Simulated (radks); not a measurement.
Values are calculated unless marked as measured or tabulated.
The silicon ion Si11+, configuration [He] 2s1.

Level of theory: Dirac Kohn-Sham, exchange-only PBE, spin-unpolarised, spherical densities, finite nucleus; Fermi nuclear charge, rms radius 3.1224 fm (a radial shooting solver on a logarithmic mesh with Libxc functionals).

Energy parts (hartree):
total: -206.82205
kinetic: 207.90931
electron-nucleus: -428.62029
Hartree: 23.38979
exchange: -9.50086

Orbitals (lengths in bohr, moments of r in powers of bohr):
orbital  occ.  eigenvalue (hartree)  <1/r>      <r^4>
1s1/2       2             -83.84449  13.72  0.0006802
2s1/2       1             -18.32827  3.168     0.1108

The highest occupied level is 2s1/2 at -498.74 eV. Summed over all electrons, <r^2> = 0.2910 bohr^2, which gives a Langevin (diamagnetic) susceptibility term of -0.23 x 10^-6 cm^3/mol. The density falls to 0.001 e/bohr^3 at r = 1.19 bohr. The electron density at the nucleus is 1890 e/bohr^3. For comparison, the ionisation energy in NIST's Atomic Spectra Database is 523.42 eV (theoretical). In exact Kohn-Sham theory the highest level is minus the ionisation energy, but local and semilocal functionals leave it too shallow, through self-interaction and a potential that decays too fast; potentials with the right tail come closer.

Beside tabulated values, note that spin-unpolarised runs miss the spin-polarisation part of the exchange energy of open shells.
